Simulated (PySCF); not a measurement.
Geometries of 2 isomers of C3H6O3Si, from PBE0-D3(BJ)/def2-SVP geometry optimisation, gas phase (PySCF). One conformer each, no zero-point energy, no frequencies.

**Question.** Which isomer lies lower at this level?
A.
```xyz
13
angstrom
C      2.119   -0.084   -0.275
C      0.820   -0.802   -0.096
O      0.685   -1.922    0.330
O     -0.244   -0.069   -0.462
Si    -1.776   -0.829   -0.298
C     -2.989    0.521   -0.927
O     -4.173    0.288   -0.956
H      2.949   -0.732    0.027
H      2.116    0.836    0.327
H      2.232    0.217   -1.326
H     -2.080   -1.133    1.124
H     -1.884   -2.023   -1.175
H     -2.594    1.520   -1.266
```
B.
```xyz
13
angstrom
C      2.883    0.006   -0.287
C      1.561    0.156   -0.336
O      0.708   -0.871   -0.079
Si    -0.868   -0.833    0.444
C     -1.829    0.462   -0.612
O     -1.300    1.381   -1.186
O     -3.154    0.273   -0.619
H      3.529    0.850   -0.532
H      3.335   -0.950   -0.016
H      1.081    1.100   -0.621
H     -1.421   -2.194    0.252
H     -0.975   -0.390    1.865
H     -3.545    0.994   -1.144
```

**Answer.** A. That is `CC(=O)O[SiH2]C=O`, 8.4 kcal/mol below the other.

```
          SMILES                         atoms numbered as above      E (Eh)  relative (kcal/mol)  relative (kJ/mol)  dipole (D)
CC(=O)O[SiH2]C=O   [CH3:1][C:2](=[O:3])[O:4][SiH2:5][CH:6]=[O:7]  -632.27972                  0.0                0.0        3.07
C=CO[SiH2]C(=O)O  [CH2:1]=[CH:2][O:3][SiH2:4][C:5](=[O:6])[OH:7]  -632.26633                  8.4               35.1        1.91
```

As drawn, the higher has an O–H bond and a C=C bond outside aromatic rings, which the lower lacks.
